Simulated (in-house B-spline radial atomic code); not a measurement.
Values are calculated unless marked as measured or tabulated.
# From levels and matrix elements to observables: Cl⁶⁺

One electron outside the [He] 2s2 2p6 core, from a B-spline radial code for spherical atoms: Brueckner orbitals with a screened correlation potential on Dirac-Hartree-Fock, Breit and QED terms for the lowest states, dipole elements in length form with static core polarisation. The core's own polarisability, by RPA, is 0.05093 bohr³.

```
state  removal energy (cm⁻¹)  size of the reduced dipole element to 3s1/2 (a.u.)
3s1/2                 921057                                                   -
4s1/2                 457064                                                   -
3p1/2                 798057                                               1.032
3p3/2                 796162                                               1.461
4p1/2                 411862                                              0.2153
4p3/2                 411166                                              0.2987
```

Use R = 109737.3 cm⁻¹, 1 hartree = 219474.6 cm⁻¹, c = 137.036 and 1 a.u. of rate = 4.1341e16 s⁻¹.

**Question.** Find the quantum defects of the two s states and predict 5s1/2.

**Answer.** With n* = 7 √(R/E): 3s1/2 has n* = 2.4162, δ = 0.5838; 4s1/2 has n* = 3.4299, δ = 0.5701. Ritz's form δ = δ0 + b/n*² gives b = 0.159, δ0 = 0.5565, so with n* ≈ 5 − 0.5701, δ = 0.5646 and E = R × 7²/(5 − 0.5646)² = 273333 cm⁻¹. The program finds 273401 cm⁻¹.

**Question.** What are the wavelength, oscillator strength and rate of 3s1/2–3p3/2?

**Answer.** ΔE = 124895 cm⁻¹ = 0.56906 hartree, λ = 80.067 nm in vacuum. f = (2/3) ΔE D²/(2j + 1 of the lower state) = (2/3) × 0.56906 × 1.461²/2 = 0.4049. A = (4/3) ΔE³ D²/(c³ (2j' + 1)) = 5.0952e-08 a.u. = 2.106e+09 s⁻¹, a partial lifetime of 0.4747 ns.

**Question.** Estimate the static polarisability of 3s1/2.

**Answer.** Each p state adds (2/3) D²/(2 ΔE): 3p1/2 0.6335, 3p3/2 1.25, 4p1/2 0.00666, 4p3/2 0.0128. With the core the sum is 1.954 bohr³. The program's sum over the whole spectrum, Pauli blocking of the core included, is 1.963.
